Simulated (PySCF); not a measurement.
A PySCF script (with the pyscf-properties extension) for the NMR shieldings of SMILES COC1=CC=CCC[SiH2]1, C7H12OSi, on a GFN2-xTB geometry:

```python
import basis_set_exchange as bse
import numpy as np
from pyscf import gto, dft
from pyscf.prop import nmr

atoms = """
C     3.208904   -0.498199   -0.430673
O     1.976457   -1.145646   -0.230961
C     0.879696   -0.401423    0.115224
C     0.889193    0.922643    0.319866
C    -0.265865    1.711336    0.701246
C    -1.518784    1.571731    0.269741
C    -1.978958    0.563079   -0.732749
C    -2.199174   -0.811860   -0.090274
Si   -0.548228   -1.599663    0.448879
H     3.915870   -1.278590   -0.708894
H     3.146459    0.241997   -1.235547
H     3.553941   -0.006324    0.485033
H     1.810857    1.489086    0.245611
H    -0.042737    2.529646    1.377045
H    -2.277692    2.241215    0.652552
H    -2.910020    0.907434   -1.190474
H    -1.226318    0.464745   -1.520759
H    -2.709700   -1.460319   -0.803947
H    -2.872410   -0.701438    0.760326
H    -0.574294   -1.906488    1.887072
H    -0.266118   -2.816021   -0.318787
"""
names = dict.fromkeys(["C", "O", "Si", "H"], "pcSseg-1")
basis = {el: gto.basis.parse(bse.get_basis(n, elements=[el], fmt="nwchem")) for el, n in names.items()}
mol = gto.M(atom=atoms, basis=basis, charge=0, verbose=0)
mf = dft.RKS(mol, xc="PBE0")
mf.grids.level = 2
mf.grids.alignment = dft.numint.BLKSIZE   # the property module wants whole blocks of grid points
mf.conv_tol = 1e-9
mf.kernel()

calc = nmr.RKS(mf)   # GIAO
C = mf.mo_coeff
Co = C[:, mf.mo_occ > 0]
resp = mf.gen_response(singlet=True, hermi=2)
def vind(x):   # induced exchange potential for any number of trial vectors
    d = np.einsum("pi,xij,qj->xpq", C, 2 * x.reshape(-1, C.shape[1], Co.shape[1]), Co, optimize=True)
    return np.einsum("xpq,pi,qj->xij", resp(d - d.transpose(0, 2, 1)), C, Co, optimize=True).ravel()
mo1, _ = nmr.rhf.solve_mo1(calc, with_cphf=vind)
sigma = calc.kernel(mo1)
for i, s in enumerate(sigma):   # ppm
    print("%2d %-2s %9.2f" % (i, mol.atom_pure_symbol(i), np.trace(s) / 3))
```

**Question.** What are the results?

**Answer.** 
```
 0 C     131.13
 1 O     203.86
 2 C      12.70
 3 C      71.83
 4 C      54.05
 5 C      47.39
 6 C     158.71
 7 C     165.32
 8 Si    394.09
 9 H      27.58
10 H      28.22
11 H      28.20
12 H      26.07
13 H      25.57
14 H      25.44
15 H      29.42
16 H      29.37
17 H      30.31
18 H      30.42
19 H      27.33
20 H      27.39
```

These numbers come from an equivalent density-fitted implementation of the same equations, which agrees with the script to about 0.01 ppm for H and up to a few tenths of a ppm for heavy atoms, so last digits may differ.

**Question.** Turn these shieldings into chemical shifts. Shifts are taken against calculated references (same method and geometry level): TMS for $^{13}$C (186.93 ppm) and $^{29}$Si (349.16 ppm) and $^{1}$H (31.72 ppm); $^{17}$O (336.08 ppm) vs H2O.

**Answer.** Averaging equivalent atoms: C 2: 174.2; C 5: 139.5; C 4: 132.9; C 3: 115.1; C 0: 55.8; C 6: 28.2; C 7: 21.6; O 1: 132.2; Si 8: -44.9; H 14: 6.27; H 13: 6.15; H 12: 5.65; H 19/20: 4.35; H 9/10/11: 3.72; H 15/16: 2.32; H 17/18: 1.35 ppm. Experimental scales use liquid or dissolved standards, which lie at an offset from isolated H2O (liquid H2O: subtract about 36 ppm).

Size and cost of the density-fitted run: 220 basis functions, 75 s wall time on 1 thread of an Intel Xeon, shared host; peak memory 1.1 GiB.
